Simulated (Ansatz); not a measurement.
CH₂O₂Se (`OC(O)=[Se]`). The species carries charge 0 and has multiplicity 1.

```xyz
6

O    -0.4540   -1.2029    0.2410
C    -0.0017    0.0080    0.0057
O     0.7089    0.0026   -1.0994
Se   -0.3073    1.4472    1.0350
H    -0.9694   -1.1604    1.0574
H     1.0235    0.9056   -1.2396
```

Task: What are the harmonic wavenumbers in cm⁻¹ at PBE0-D4/def2-TZVP (Ansatz, finite differences of forces, unscaled)? (Best estimate.)

Result: Computed: 350, 425, 583, 624, 655, 729, 1154, 1189, 1459, 1478, 3796, 3804.

Task: Is this a minimum?

Result: Yes, all 12 modes are real.

Task: Give the ideal-gas thermochemistry at 298.15 K and 1 bar (rigid rotor, harmonic oscillator; point group C2v, symmetry number 2).

Result: Zero-point energy 97.2 kJ/mol; H(298) − E = 110.4 kJ/mol; entropy 286.3 J/(mol·K), of which translation 169.1, rotation 101.8, vibration 15.4; G(298) − E = 25.0 kJ/mol.
